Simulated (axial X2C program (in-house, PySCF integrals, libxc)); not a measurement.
Spin–orbit effects down a group: molecules with Na (ions), CCSD(T)

Computed with an in-house all-electron X2C program for linear molecules (integrals from PySCF), spin-free (one-electron X2C) or two-component (2c: spin–orbit coupling with atomic mean-field Coulomb and Gaunt terms, which also bring small scalar terms), in Dyall basis sets with cores contracted in-house; open shells are unrestricted.

Basis sets: As dyall-cv3z, N dyall-av3z, Na dyall-cv3z, P dyall-v3z. Frozen shells (counts by l): NaN⁺ Na 1s, N 1s, 13 electrons correlated; NaP⁺ P 2s1p, Na 1s, 13 electrons correlated; NaAs⁺ As 3s2p1d, Na 1s, 13 electrons correlated. Coupled cluster in natural virtuals with an MP2 remainder. Where the outer core of a metal is frozen, bonds come out longer and ionisation energies lower.

```csv
molecule,spin-free state,Re (Å),ωe (cm⁻¹),De (eV),2c state,Re 2c (Å),ωe 2c (cm⁻¹),De 2c (eV)
NaN⁺,"M_S = 3/2, Λ = 0",2.656,139.5,0.11,Ω = 3/2,2.656,139.4,0.11
NaP⁺,"M_S = 3/2, Λ = 0",3.051,128.7,0.23,Ω = 3/2,3.052,128.7,0.23
NaAs⁺,"M_S = 3/2, Λ = 0",3.139,110.5,0.25,Ω = 3/2,3.138,110.9,0.25
```

(1) Work out the shifts from the spin-free to the two-component result.

Fragments in 2c: Na+ + N, P + Na+, As + Na+. Each entry is the lowest single determinant of a limited PBE0 search at one distance. De goes to single-determinant-based atoms at the same level (for ions the charge split of lowest energy) and is withheld (n/a) where an atom does not fit its ground term or J level. Main or longest-lived isotopes. One determinant is a doubtful description, or other states lie close, for NaN⁺, NaP⁺, NaAs⁺; these need not be ground states, and all values refer to the states named. With several unpaired electrons the Ω given is that of one determinant, not necessarily of the lowest component.

## Answers

(1) 

| molecule | 2c state | ΔRe (Å) | Δωe (cm⁻¹) | ΔDe (eV) |
| --- | --- | --- | --- | --- |
| NaN⁺ | Ω = 3/2 | 0.000 | noise | 0.00 |
| NaP⁺ | Ω = 3/2 | 0.001 | noise | 0.00 |
| NaAs⁺ | Ω = 3/2 | -0.001 | 0.4 | 0.00 |

Shifts of one unit in the last digit are rounding. Where the truncated virtual spaces of the two runs make Δωe unreliable it is marked noise.
